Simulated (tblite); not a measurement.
C4H9GeNSi2.
Bonds: C1–C2, C2–C3 (double), C3–C4, C4–N5 (triple), C3–Ge6, Ge6–Si7, Si7–Si8, C2–Si8. Hydrogens: H9, H10, H11 on C1; H12, H13 on Ge6; H14, H15 on Si7; H16, H17 on Si8.

Computed with GFN2-xTB (tblite), gas phase: L-BFGS steps from a force-field or distance-geometry start until the largest atomic force falls under 0.01 eV/Å.

Step 42: E = -581.6817 eV
```
atom  x, y, z in Å  |  force x, y, z in eV/Å
C1     -2.0718   -0.9680   -0.5902   -0.007   0.010   0.008
C2     -0.7160   -0.3816   -0.3341   -0.024  -0.015  -0.012
C3     -0.5653    0.8726    0.1329   -0.029   0.040   0.030
C4     -1.6442    1.7243    0.4054    0.022   0.021  -0.008
N5     -2.4556    2.4921    0.6822   -0.024  -0.051  -0.041
Ge6     1.1999    1.6618    0.5934   -0.003   0.043  -0.014
Si7     2.3939   -0.3651    0.6480   -0.012   0.012  -0.025
Si8     0.8072   -1.4847   -0.6322    0.024   0.013   0.008
H9     -2.0950   -1.5365   -1.5183    0.089   0.020  -0.038
H10    -2.8421   -0.2000   -0.6291   -0.020   0.032   0.027
H11    -2.3206   -1.6603    0.2153    0.002  -0.012   0.021
H12     1.5029    2.6448   -0.5247   -0.018  -0.037   0.045
H13     0.9467    2.5830    1.7683   -0.005  -0.033  -0.019
H14     3.7379   -0.2233    0.0984    0.068  -0.004  -0.044
H15     2.5469   -0.8278    2.0266    0.015  -0.020   0.056
H16     0.4563   -2.8656   -0.2800   -0.032   0.003   0.007
H17     1.1118   -1.4537   -2.0720   -0.047  -0.022  -0.003
```

Step 43: E = -581.6831 eV
```
atom  x, y, z in Å  |  force x, y, z in eV/Å
C1     -2.0730   -0.9687   -0.5917    0.017   0.019   0.002
C2     -0.7174   -0.3807   -0.3335   -0.031  -0.030  -0.001
C3     -0.5671    0.8739    0.1329   -0.046   0.072   0.020
C4     -1.6460    1.7296    0.3995    0.008   0.016   0.022
N5     -2.4594    2.4958    0.6767    0.031  -0.091  -0.068
Ge6     1.2003    1.6606    0.5949   -0.026   0.072  -0.019
Si7     2.3966   -0.3618    0.6478   -0.035  -0.019  -0.057
Si8     0.8065   -1.4850   -0.6283    0.027   0.030   0.022
H9     -2.0946   -1.5302   -1.5244    0.086   0.027  -0.036
H10    -2.8433   -0.1998   -0.6260   -0.021   0.006   0.038
H11    -2.3186   -1.6703    0.2076    0.001   0.020   0.011
H12     1.5033    2.6527   -0.5158   -0.019  -0.047   0.044
H13     0.9497    2.5758    1.7743   -0.009  -0.030  -0.009
H14     3.7367   -0.2241    0.0903    0.085   0.003  -0.051
H15     2.5568   -0.8268    2.0236    0.014  -0.023   0.075
H16     0.4586   -2.8640   -0.2688   -0.040  -0.010   0.014
H17     1.1039   -1.4651   -2.0694   -0.041  -0.014  -0.006
```

Step 44: E = -581.6850 eV
```
atom  x, y, z in Å  |  force x, y, z in eV/Å
C1     -2.0744   -0.9692   -0.5936    0.041   0.025  -0.009
C2     -0.7195   -0.3796   -0.3319   -0.029  -0.031   0.015
C3     -0.5698    0.8760    0.1329   -0.043   0.086  -0.004
C4     -1.6479    1.7367    0.3914   -0.007  -0.004   0.053
N5     -2.4640    2.5008    0.6679    0.071  -0.112  -0.090
Ge6     1.1999    1.6600    0.5966   -0.048   0.074  -0.015
Si7     2.4001   -0.3573    0.6464   -0.032  -0.052  -0.070
Si8     0.8060   -1.4854   -0.6224    0.014   0.037   0.030
H9     -2.0922   -1.5198   -1.5337    0.072   0.039  -0.018
H10    -2.8448   -0.1991   -0.6205   -0.016  -0.036   0.049
H11    -2.3156   -1.6836    0.1970   -0.002   0.062  -0.014
H12     1.5028    2.6628   -0.5026   -0.018  -0.044   0.027
H13     0.9518    2.5640    1.7829   -0.014  -0.016   0.011
H14     3.7363   -0.2246    0.0781    0.081   0.010  -0.050
H15     2.5714   -0.8254    2.0203    0.009  -0.016   0.067
H16     0.4603   -2.8618   -0.2529   -0.045  -0.019   0.022
H17     1.0925   -1.4824   -2.0658   -0.034  -0.002  -0.005
```

Step 45: E = -581.6871 eV
```
atom  x, y, z in Å  |  force x, y, z in eV/Å
C1     -2.0753   -0.9693   -0.5959    0.055   0.026  -0.021
C2     -0.7217   -0.3791   -0.3292   -0.011  -0.011   0.029
C3     -0.5730    0.8783    0.1324   -0.012   0.066  -0.033
C4     -1.6490    1.7442    0.3819   -0.017  -0.033   0.074
N5     -2.4666    2.5073    0.6564    0.073  -0.100  -0.098
Ge6     1.1977    1.6602    0.5981   -0.054   0.044   0.002
Si7     2.4039   -0.3524    0.6431    0.001  -0.073  -0.056
Si8     0.8059   -1.4862   -0.6147   -0.015   0.023   0.023
H9     -2.0881   -1.5050   -1.5457    0.051   0.046   0.011
H10    -2.8466   -0.1985   -0.6124   -0.007  -0.077   0.054
H11    -2.3118   -1.6982    0.1844   -0.005   0.097  -0.045
H12     1.5008    2.6745   -0.4863   -0.013  -0.024  -0.003
H13     0.9505    2.5478    1.7938   -0.019   0.006   0.037
H14     3.7369   -0.2238    0.0619    0.051   0.014  -0.038
H15     2.5896   -0.8234    2.0165   -0.001   0.001   0.028
H16     0.4602   -2.8595   -0.2332   -0.047  -0.019   0.030
H17     1.0795   -1.5050   -2.0611   -0.029   0.014   0.007
```

Problem. Estimate the geometry and energy of step 46. (The exact step hangs on the optimiser's Hessian estimate; all steps are aligned on step 45, rigid shifts and turns removed.)

Solution. E = -581.6893 eV, largest force 0.123 eV/Å
```
atom  x, y, z in Å  |  force x, y, z in eV/Å
C1     -2.0753   -0.9687   -0.5984    0.053   0.025  -0.028
C2     -0.7235   -0.3792   -0.3256    0.018   0.019   0.030
C3     -0.5758    0.8807    0.1309    0.036   0.018  -0.053
C4     -1.6488    1.7502    0.3733   -0.012  -0.070   0.071
N5     -2.4663    2.5141    0.6437    0.025  -0.047  -0.084
Ge6     1.1940    1.6609    0.5995   -0.033  -0.007   0.026
Si7     2.4081   -0.3488    0.6384    0.042  -0.069  -0.027
Si8     0.8057   -1.4875   -0.6066   -0.049  -0.008   0.005
H9     -2.0832   -1.4880   -1.5580    0.028   0.043   0.034
H10    -2.8484   -0.1989   -0.6027    0.000  -0.096   0.049
H11    -2.3078   -1.7107    0.1713   -0.008   0.104  -0.066
H12     1.4972    2.6859   -0.4698   -0.009   0.005  -0.034
H13     0.9456    2.5303    1.8056   -0.021   0.029   0.059
H14     3.7383   -0.2213    0.0446    0.010   0.015  -0.020
H15     2.6078   -0.8208    2.0128   -0.012   0.020  -0.024
H16     0.4580   -2.8577   -0.2130   -0.043  -0.010   0.036
H17     1.0673   -1.5287   -2.0559   -0.026   0.029   0.024
```

The energy changes by -0.0022 eV. The first-order estimate −F·Δx gives -0.0029 eV and the mean of the old and new forces, exact on a quadratic surface, -0.0021 eV. The step makes an angle of 81° with the force vector and moves no atom by more than 0.027 Å.

What follows is the cost of the whole relaxation. Hardware: Arm Neoverse V1, one thread, shared host. Cost: 1.1 s of wall time.
